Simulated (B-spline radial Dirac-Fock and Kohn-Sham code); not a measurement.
**Core and valence levels of Ti⁶⁺**

System: Ti⁶⁺ in the configuration [Ne] 3s2 3p4; nuclear rms radius 3.5921 fm (A = 48).

Model: Dirac-Fock ΔSCF + Breit + QED. Program: a radial atomic solver. Electron correlation is not included. Energies are counted from the vacuum level. Subshells whose hole state is unreliable or did not converge are left out.

All terms are in eV, carry their sign (relaxation lowers the binding energy) and add up to the binding energy; ⟨r⟩ is the mean radius of the orbital in the initial state.

```tsv
subshell	−ε (Koopmans)	relaxation	Gaunt	retardation	QED	binding energy	⟨r⟩ (bohr)
K	5131.2	-28.15	-4.81	0.27	-2.02	5096.5	0.070
L1	698.7	-6.90	-0.28	0.00	-0.19	691.3	0.321
L2	598.3	-8.02	-0.52	0.05	0.03	589.8	0.286
M1	171.3	-0.77	-0.04	0.00	-0.03	170.5	0.937
M2,3	142.8	-0.75	-0.05	0.01	0.00	142.0	0.972
```

For the deepest level, K (1s), the Breit terms make up -0.089 % of the binding energy, QED -0.040 % and orbital relaxation -0.552 %.

Going to the tabulated ground configuration of the next ion removes an electron from M2,3 (3p), computed at 142.0 eV. NIST lists 140.68 ± 0.18 eV as the ionisation energy of this species (semi-empirical), -1.31 eV from the computed value. Where a p, d or f shell is open in either ion the computed value averages over both j values and all terms, while the table refers to the lowest levels; that difference holds spin-orbit splitting (largest in heavy or highly charged ions), term energies where several electrons share open shells, and correlation, and it can reach 10 % or more.
